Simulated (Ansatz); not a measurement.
Program: Ansatz. Geometries: PBE0-D4/def2-TZVP. ΔE: electronic, gas phase. CCSD(T)/CBS is the MP2 limit (def2-TZVPP, def2-QZVPP) plus CCSD(T) − MP2 in def2-TZVPP, frozen cores. Double bonds are as drawn, so ΔE can hold a change between cis and trans. Functionals use def2-TZVPP. B3LYP here is the variant with VWN-RPA as its local correlation; programs differ in this. Each species was taken in one conformer, which may not be the lowest.

Consider the formal exchange of groups at a C–Si bond: `NC[SiH](Cl)Cl` + `F/C=N/[SiH3]` → `NC/C(F)=N/[SiH3]` + dichlorosilane.

`NC[SiH](Cl)Cl`:

```xyz
10

N    -0.473   -0.778   -1.331
C    -0.716   -0.502    0.080
Si    0.515    0.663    0.880
Cl    2.390   -0.150    0.695
Cl    0.480    2.442   -0.143
H    -0.490    0.081   -1.869
H     0.444   -1.187   -1.461
H    -1.721   -0.084    0.200
H    -0.718   -1.445    0.638
H     0.290    0.960    2.312
```

`F/C=N/[SiH3]`:

```xyz
8

F    -1.233   -1.573    1.864
C    -0.812   -0.950    0.760
N     0.065   -0.083    0.807
Si    0.694    0.794   -0.551
H    -1.361   -1.341   -0.103
H     2.152    0.538   -0.626
H     0.050    0.379   -1.832
H     0.446    2.236   -0.319
```

`NC/C(F)=N/[SiH3]`:

```xyz
13

N    -2.122    0.936   -0.409
C    -0.904    0.925   -1.172
C     0.258    0.204   -0.551
F     1.336    0.274   -1.377
N     0.281   -0.380    0.539
Si    1.544   -1.240    1.357
H    -1.956    1.357    0.497
H    -2.419   -0.014   -0.221
H    -1.078    0.475   -2.156
H    -0.579    1.950   -1.380
H     2.838   -1.294    0.626
H     1.052   -2.622    1.582
H     1.749   -0.570    2.665
```

`Cl[SiH2]Cl`:

Z-matrix (Å, degrees):
```
Si
Cl 1 2.040
Cl 1 2.040 2 110.1
H 1 1.476 2 108.5 3 -118.6
H 1 1.476 2 108.5 3 118.6
```

```json
{"level": "PBE-D4", "ΔE (kcal/mol)": "1.6", "difference from CCSD(T)/CBS": "0.8"}
{"level": "r2SCAN-D4", "ΔE (kcal/mol)": "0.3", "difference from CCSD(T)/CBS": "-0.5"}
{"level": "PBE0-D4", "ΔE (kcal/mol)": "0.8", "difference from CCSD(T)/CBS": "0.0"}
{"level": "B3LYP-D4", "ΔE (kcal/mol)": "1.0", "difference from CCSD(T)/CBS": "0.2"}
{"level": "ωB97X-V", "ΔE (kcal/mol)": "-0.1", "difference from CCSD(T)/CBS": "-0.9"}
{"level": "ωB97M-V", "ΔE (kcal/mol)": "0.7", "difference from CCSD(T)/CBS": "-0.1"}
{"level": "B2PLYP", "ΔE (kcal/mol)": "0.2", "difference from CCSD(T)/CBS": "-0.6"}
{"level": "PBE", "ΔE (kcal/mol)": "1.0", "difference from CCSD(T)/CBS": "0.2"}
{"level": "r2SCAN", "ΔE (kcal/mol)": "0.2", "difference from CCSD(T)/CBS": "-0.6"}
{"level": "PBE0", "ΔE (kcal/mol)": "0.2", "difference from CCSD(T)/CBS": "-0.6"}
{"level": "B3LYP", "ΔE (kcal/mol)": "-0.1", "difference from CCSD(T)/CBS": "-0.9"}
{"level": "HF/def2-TZVPP", "ΔE (kcal/mol)": "-2.4", "difference from CCSD(T)/CBS": "-3.2"}
{"level": "MP2/def2-TZVPP", "ΔE (kcal/mol)": "0.8", "difference from CCSD(T)/CBS": "0.0"}
{"level": "SCS-MP2/def2-TZVPP", "ΔE (kcal/mol)": "0.1", "difference from CCSD(T)/CBS": "-0.7"}
{"level": "CCSD/def2-TZVPP", "ΔE (kcal/mol)": "-0.1", "difference from CCSD(T)/CBS": "-0.9"}
{"level": "CCSD(T)/def2-TZVPP", "ΔE (kcal/mol)": "0.2", "difference from CCSD(T)/CBS": "-0.6"}
{"level": "HF/def2-QZVPP", "ΔE (kcal/mol)": "-2.3", "difference from CCSD(T)/CBS": "-3.1"}
{"level": "MP2/def2-QZVPP", "ΔE (kcal/mol)": "1.2", "difference from CCSD(T)/CBS": "0.4"}
{"level": "SCS-MP2/def2-QZVPP", "ΔE (kcal/mol)": "0.5", "difference from CCSD(T)/CBS": "-0.3"}
{"level": "HF/CBS(def2)", "ΔE (kcal/mol)": "-2.3", "difference from CCSD(T)/CBS": "-3.1"}
{"level": "MP2/CBS(def2)", "ΔE (kcal/mol)": "1.4", "difference from CCSD(T)/CBS": "0.6"}
{"level": "CCSD/CBS(def2)", "ΔE (kcal/mol)": "0.5", "difference from CCSD(T)/CBS": "-0.3"}
{"level": "CCSD(T)/CBS", "ΔE (kcal/mol)": "0.8", "difference from CCSD(T)/CBS": "0"}
```

Largest T1 diagnostic among the species: 0.014.

In def2-TZVPP, CCSD(T) changes the Hartree–Fock value by +2.6 kcal/mol (the triples alone add +0.3 kcal/mol) and MP2 by +3.3 kcal/mol. The D4 term adds +1.1 kcal/mol with B3LYP and +0.6 kcal/mol with PBE0; it sums over pairs of atoms, weighted by their polarisabilities, and B3LYP, whose exchange is more repulsive, gets the larger term.
